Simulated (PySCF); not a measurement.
Job file and geometry (Å, from GFN2-xTB) of an NMR shielding run on `[SiH3]CC1=CC=CC12CC2`, C8H12Si, GIAO PBE0/pcSseg-1 NMR shielding, non-relativistic, gas phase in PySCF; density fitting, a coarse starting grid and PySCF grid level 2 are the driver's defaults:

```
$ OMP_NUM_THREADS=1 python probes_run.py task.json out

{"job": {"kind": "nmr", "xc": "PBE0", "basis": "pcSseg-1"}, "charge": 0, "multiplicity": 1}
Si     2.667209    -0.016620    -0.717342
C      1.328414     1.017027     0.177593
C      0.224865     0.155436     0.665120
C      0.200203    -0.593143     1.789269
C     -1.040111    -1.325069     1.860622
C     -1.786453    -1.035803     0.781458
C     -1.050432    -0.070093    -0.051491
C     -1.171702    -0.054082    -1.561726
C     -1.786267     1.042027    -0.777470
H      3.158975    -1.051230     0.188991
H      2.106709    -0.638632    -1.919107
H      3.757079     0.882246    -1.107097
H      1.795502     1.522801     1.024707
H      0.947771     1.790528    -0.490689
H      0.975870    -0.645241     2.532792
H     -1.299395    -1.991682     2.663663
H     -2.762029    -1.409028     0.530851
H     -1.815368    -0.797299    -2.007218
H     -0.275404     0.150884    -2.126091
H     -2.859856     1.065942    -0.669665
H     -1.324496     2.017973    -0.787640
```

Q: What does the program print?

A: 
```
coarse grid: 17752 points
cycle   1  E = -600.8408511848  dE =  1.401e+00  |g| = 4.359e-01  |ddm| = 4.263e+00
cycle   2  E = -600.8359635081  dE =  4.888e-03  |g| = 4.656e-01  |ddm| = 1.087e+00
cycle   3  E = -600.8947341312  dE = -5.877e-02  |g| = 5.338e-02  |ddm| = 6.225e-01
cycle   4  E = -600.8951275211  dE = -3.934e-04  |g| = 3.741e-02  |ddm| = 9.841e-02
cycle   5  E = -600.8954711118  dE = -3.436e-04  |g| = 9.254e-03  |ddm| = 4.684e-02
cycle   6  E = -600.8954903788  dE = -1.927e-05  |g| = 3.413e-03  |ddm| = 1.309e-02
cycle   7  E = -600.8954931733  dE = -2.795e-06  |g| = 4.268e-04  |ddm| = 3.673e-03
final grid: 166056 points
cycle   8  E = -600.9495418516  dE = -5.367e-05  |g| = 8.228e-03  |ddm| = 5.254e-02
cycle   9  E = -600.9495378430  dE =  4.009e-06  |g| = 9.174e-03  |ddm| = 1.906e-02
cycle  10  E = -600.9495600407  dE = -2.220e-05  |g| = 1.059e-03  |ddm| = 1.058e-02
cycle  11  E = -600.9495602823  dE = -2.416e-07  |g| = 4.001e-04  |ddm| = 1.568e-03
cycle  12  E = -600.9495603206  dE = -3.831e-08  |g| = 1.063e-04  |ddm| = 4.249e-04
cycle  13  E = -600.9495603231  dE = -2.540e-09  |g| = 2.547e-05  |ddm| = 1.247e-04
cycle  14  E = -600.9495603233  dE = -1.419e-10  |g| = 7.321e-06  |ddm| = 3.324e-05
converged SCF energy = -600.9495603233

GIAO shielding tensors (ppm)
atom      isotropic    diamagn.    paramagn.     s11        s22        s33       span
  0 Si     415.145     879.204    -464.059    368.816    411.487    465.132     96.316
  1 C      176.674     249.066     -72.392    160.862    173.937    195.223     34.361
  2 C       31.634     259.441    -227.807    -72.516     22.857    144.559    217.075
  3 C       54.825     251.706    -196.881    -38.300     63.219    139.557    177.857
  4 C       50.237     255.779    -205.541    -52.373     51.045    152.040    204.412
  5 C       42.355     251.253    -208.898    -59.305     50.400    135.969    195.274
  6 C      146.551     251.709    -105.158     99.011    140.755    199.889    100.878
  7 C      171.260     250.404     -79.144    154.454    175.293    184.031     29.577
  8 C      171.010     253.183     -82.173    154.001    174.391    184.639     30.638
  9 H       27.979      29.313      -1.334     24.249     26.791     32.898      8.649
 10 H       27.931      29.333      -1.402     23.436     28.571     31.785      8.349
 11 H       27.638      28.263      -0.625     24.245     24.819     33.851      9.607
 12 H       29.337      29.974      -0.637     24.426     27.400     36.185     11.758
 13 H       30.538      31.771      -1.233     24.946     32.194     34.475      9.529
 14 H       25.292      34.123      -8.831     23.164     23.542     29.169      6.005
 15 H       24.987      31.459      -6.472     23.481     23.891     27.587      4.106
 16 H       25.585      32.946      -7.360     23.438     24.347     28.970      5.532
 17 H       30.160      31.295      -1.134     23.902     26.874     39.706     15.804
 18 H       30.365      32.349      -1.984     23.779     29.094     38.222     14.444
 19 H       30.211      31.581      -1.370     23.644     27.048     39.942     16.298
 20 H       30.487      32.115      -1.628     24.064     29.211     38.185     14.121
```

Q: Turn these shieldings into chemical shifts. δ = σ(ref) − σ, references computed at the same level: 29Si (σref 349.16) and 13C (σref 186.93) and 1H (σref 31.72) against TMS.

A: Averaging equivalent atoms: Si 0: -66.0; C 2: 155.3; C 5: 144.6; C 4: 136.7; C 3: 132.1; C 6: 40.4; C 7/8: 15.8; C 1: 10.3; H 15: 6.73; H 14: 6.43; H 16: 6.13; H 9/10/11: 3.87; H 12/13: 1.78; H 17/19: 1.53; H 18/20: 1.29 ppm. 

Size and cost of the density-fitted run: 220 basis functions, 55 s wall time on 1 thread of an Arm Neoverse V1, shared host; peak memory 0.94 GiB.
